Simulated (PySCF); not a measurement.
# Ru (ruthenium, neutral) across methods

[Kr] 4d6 5s2, high-spin 5D determinant (an excited configuration). All numbers are calculated (PySCF 2.14, a scalar-relativistic core potential, in aug-cc-pVTZ-PP with one added diffuse shell each of s, p, d, f, g type with ECP28MDF (7s7p6d4f3g, 113 functions)).

```tsv
method	E (hartree)	mean ε 4d β (eV)	mean ε 5s α (eV)	mean ε 5s β (eV)	Σ⟨r²⟩ (bohr²)	⟨S²⟩
PW91	-94.5095	-6.327	-5.709	-4.680	54.04	6.011
PBE0	-94.4416	-7.749	-6.300	-5.234	54.17	6.012
LDA	-94.2541	-6.150	-5.881	-4.916	53.81	6.010
PBE	-94.4612	-6.256	-5.649	-4.632	54.11	6.011
r2SCAN0	-94.4520	-7.774	-6.496	-5.379	54.09	6.021
UHF	-93.79173	-11.467	-7.614	-6.163	56.43	6.026
```

**Question.** Estimate the same row for r2SCAN.

**Answer.** E (hartree) = -94.4850; mean ε 4d β (eV) = -6.299; mean ε 5s α (eV) = -5.875; mean ε 5s β (eV) = -4.786; Σ⟨r²⟩ (bohr²) = 53.98; ⟨S²⟩ = 6.024.

Energies and moments cover only the electrons outside the core potential.
